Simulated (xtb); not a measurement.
F2Ge, singlet, from a rough starting geometry; GFN2-xTB (xtb).

The xtb input:
```
$ xtb mol.xyz --gfn 2 --opt vtight --json

# file mol.xyz
3

Ge    -0.00933108    -0.06847133     0.81616110
F      0.60847905     1.12820080    -0.43351128
F     -0.66478329    -1.13385022    -0.42864098
```

Question: Predict the main parts of the log of this xtb run.

Answer: 
```
   ID    Z sym.   atoms
    1   32 Ge     1
    2    9 F      2, 3

           -------------------------------------------------
          |                Calculation Setup                |
           -------------------------------------------------

           -------------------------------------------------
          |                 G F N 2 - x T B                 |
           -------------------------------------------------

          ...................................................
          :                      SETUP                      :
          :.................................................:
          :  # basis functions                  18          :
          :  # atomic orbitals                  17          :
          :  # shells                            7          :
          :  # electrons                        18          :
          :  max. iterations                   250          :
          :  Hamiltonian                  GFN2-xTB          :
          :  restarted?                      false          :
          :  GBSA solvation                  false          :
          :  PC potential                    false          :
          :  electronic temp.          300.0000000     K    :
          :  accuracy                    1.0000000          :
          :  -> integral cutoff          0.2500000E+02      :
          :  -> integral neglect         0.1000000E-07      :
          :  -> SCF convergence          0.1000000E-05 Eh   :
          :  -> wf. convergence          0.1000000E-03 e    :
          :  Broyden damping             0.4000000          :
          :  net charge                          0          :
          :  unpaired electrons                  0          :
          ...................................................

 iter      E             dE          RMSdq      gap      omega  full diag
   1    -11.2208730 -0.112209E+02  0.248E+01    2.55       0.0  T
   2    -11.4221531 -0.201280E+00  0.111E+01    6.19       1.0  T
   3    -11.5408398 -0.118687E+00  0.888E+00    4.60       1.0  T
   4    -11.4937242  0.471156E-01  0.632E+00    4.04       1.0  T
   5    -11.5414359 -0.477117E-01  0.989E-01    5.13       1.0  T
   6    -11.5425842 -0.114826E-02  0.372E-01    5.02       1.0  T
   7    -11.5428116 -0.227353E-03  0.129E-01    4.97       1.0  T
   8    -11.5428390 -0.274159E-04  0.362E-02    4.95       1.6  T
   9    -11.5428407 -0.176384E-05  0.266E-02    4.95       2.2  T
  10    -11.5428427 -0.199900E-05  0.502E-04    4.94     115.0  T
  11    -11.5428427 -0.798837E-09  0.488E-04    4.94     118.4  T
  12    -11.5428427 -0.770584E-11  0.359E-05    4.94    1608.2  T

   *** convergence criteria satisfied after 12 iterations ***

         :::::::::::::::::::::::::::::::::::::::::::::::::::::
         ::                     SUMMARY                     ::
         :::::::::::::::::::::::::::::::::::::::::::::::::::::
         :: total energy             -11.539095589748 Eh    ::
         :: gradient norm              0.014402182083 Eh/a0 ::
         :: HOMO-LUMO gap              4.944692031082 eV    ::
         ::.................................................::
         :: SCC energy               -11.542842725584 Eh    ::
         :: -> isotropic ES           -0.002008348941 Eh    ::
         :: -> anisotropic ES          0.003063976498 Eh    ::
         :: -> anisotropic XC         -0.001077808739 Eh    ::
         :: -> dispersion             -0.000920248808 Eh    ::
         :: repulsion energy           0.003747135837 Eh    ::
         :: add. restraining           0.000000000000 Eh    ::
         :: total charge               0.000000000000 e     ::
         :::::::::::::::::::::::::::::::::::::::::::::::::::::

      -----------------------------------------------------------
     |                   =====================                   |
     |                        A N C O P T                        |
     |                   =====================                   |
     |               Approximate Normal Coordinate               |
     |                Rational Function Optimizer                |
      -----------------------------------------------------------
      -----------------------------------------------------------
     |                   =====================                   |
     |                        A N C O P T                        |
     |                   =====================                   |
     |               Approximate Normal Coordinate               |
     |                Rational Function Optimizer                |
      -----------------------------------------------------------

          ...................................................
          :                      SETUP                      :
          :.................................................:
          :   optimization level         verytight          :
          :   max. optcycles                   200          :
          :   ANC micro-cycles                  20          :
          :   degrees of freedom                 3          :
          :.................................................:
          :   RF solver                   davidson          :
          :   write xtbopt.log                true          :
          :   linear?                        false          :
          :   energy convergence         0.1000000E-06 Eh   :
          :   grad. convergence          0.2000000E-03 Eh/α :
          :   maxmium RF displ.          1.0000000          :
          :   Hlow (freq-cutoff)         0.1000000E-01      :
          :   Hmax (freq-cutoff)         5.0000000          :
          :   S6 in model hess.         20.0000000          :
          ...................................................

generating ANC from exact Hessian ...
Using Lindh-Hessian (1995)
 Shifting diagonal of input Hessian by    0.0000000000000000
 Lowest  eigenvalues of input Hessian
[...]
 * total energy  :   -11.5390956 Eh     change       -0.4849454E-12 Eh
 * total energy  :   -11.5394157 Eh     change       -0.3200846E-03 Eh
 * total energy  :   -11.5396239 Eh     change       -0.2081865E-03 Eh
 * total energy  :   -11.5396658 Eh     change       -0.4190464E-04 Eh
 * total energy  :   -11.5396750 Eh     change       -0.9271945E-05 Eh
 * total energy  :   -11.5396763 Eh     change       -0.1250247E-05 Eh
 * total energy  :   -11.5396764 Eh     change       -0.7453756E-07 Eh
   *** GEOMETRY OPTIMIZATION CONVERGED AFTER 7 ITERATIONS ***
[...]
          :  # electrons                        18          :
          :  max. iterations                   250          :
          :  Hamiltonian                  GFN2-xTB          :
          :  restarted?                      false          :
          :  GBSA solvation                  false          :
          :  PC potential                    false          :
          :  electronic temp.          300.0000000     K    :
          :  accuracy                    1.0000000          :
          :  -> integral cutoff          0.2500000E+02      :
          :  -> integral neglect         0.1000000E-07      :
          :  -> SCF convergence          0.1000000E-05 Eh   :
          :  -> wf. convergence          0.1000000E-03 e    :
          :  Broyden damping             0.4000000          :
          :  net charge                          0          :
          :  unpaired electrons                  0          :
          ...................................................

 iter      E             dE          RMSdq      gap      omega  full diag
   1    -11.5433038 -0.115433E+02  0.197E-06    4.97       0.0  T
   2    -11.5433038  0.177636E-14  0.988E-07    4.97   58439.2  T
   3    -11.5433038  0.177636E-14  0.720E-07    4.97   80220.6  T

   *** convergence criteria satisfied after 3 iterations ***

         :::::::::::::::::::::::::::::::::::::::::::::::::::::
         ::                     SUMMARY                     ::
         :::::::::::::::::::::::::::::::::::::::::::::::::::::
         :: total energy             -11.539676362223 Eh    ::
         :: gradient norm              0.000110401251 Eh/a0 ::
         :: HOMO-LUMO gap              4.971499193779 eV    ::
         ::.................................................::
         :: SCC energy               -11.543303793808 Eh    ::
         :: -> isotropic ES           -0.002476939957 Eh    ::
         :: -> anisotropic ES          0.002907486873 Eh    ::
         :: -> anisotropic XC         -0.001081992823 Eh    ::
         :: -> dispersion             -0.000918704248 Eh    ::
         :: repulsion energy           0.003627431585 Eh    ::
         :: add. restraining           0.000000000000 Eh    ::
         :: total charge              -0.000000000000 e     ::
         :::::::::::::::::::::::::::::::::::::::::::::::::::::

           -------------------------------------------------
          |                Property Printout                |
           -------------------------------------------------

    * Orbital Energies and Occupations

         #    Occupation            Energy/Eh            Energy/eV
      -------------------------------------------------------------
         1        2.0000           -0.8124171             -22.1070
         2        2.0000           -0.8010298             -21.7971
         3        2.0000           -0.6619782             -18.0133
         4        2.0000           -0.5143465             -13.9961
         5        2.0000           -0.5095688             -13.8661
         6        2.0000           -0.5070395             -13.7972
         7        2.0000           -0.4980051             -13.5514
         8        2.0000           -0.4888657             -13.3027
         9        2.0000           -0.4739461             -12.8967 (HOMO)
        10                         -0.2912469              -7.9252 (LUMO)
        11                         -0.1982235              -5.3939
        12                         -0.1692358              -4.6051
        13                         -0.0423499              -1.1524
        14                         -0.0393597              -1.0710
        15                          0.0222518               0.6055
        16                          0.2500080               6.8031
        17                          0.6679932              18.1770
      -------------------------------------------------------------
                  HL-Gap            0.1826992 Eh            4.9715 eV
             Fermi-level           -0.3825965 Eh          -10.4110 eV

     #   Z          covCN         q      C6AA      α(0)
     1  32 Ge       1.424     0.548   251.654    33.450
     2   9 F        0.712    -0.274    12.037     4.097
     3   9 F        0.712    -0.274    12.037     4.097

 Mol. C6AA /au·bohr⁶  :        490.988127
 Mol. C8AA /au·bohr⁸  :      31591.733259
 Mol. α(0) /au        :         41.643435

Wiberg/Mayer (AO) data.
largest (>0.10) Wiberg bond orders for each atom

 ---------------------------------------------------------------------------
     #   Z sym  total        # sym  WBO       # sym  WBO       # sym  WBO
 ---------------------------------------------------------------------------
     1  32 Ge   2.469 --     3 F    1.234     2 F    1.234
     2   9 F    1.263 --     1 Ge   1.234
     3   9 F    1.263 --     1 Ge   1.234
 ---------------------------------------------------------------------------

Topologies differ in total number of bonds
Writing topology from bond orders to xtbtopo.mol

molecular dipole:
                 x           y           z       tot (Debye)
 q only:        0.038      -0.032       1.262
   full:        0.049      -0.041       1.609       4.093
molecular quadrupole (traceless):
                xx          xy          yy          xz          yz          zz
 q only:        0.021      -2.191      -2.623      -0.054      -0.157       2.602
  q+dip:       -0.238      -2.539      -3.300      -0.048      -0.212       3.538
   full:        1.432      -4.092      -3.515      -0.183      -0.133       2.083

optimized geometry written to: xtbopt.xyz

           -------------------------------------------------
          | TOTAL ENERGY              -11.539676362223 Eh   |
          | GRADIENT NORM               0.000110401251 Eh/α |
          | HOMO-LUMO GAP               4.971499193779 eV   |
           -------------------------------------------------

normal termination of xtb
```
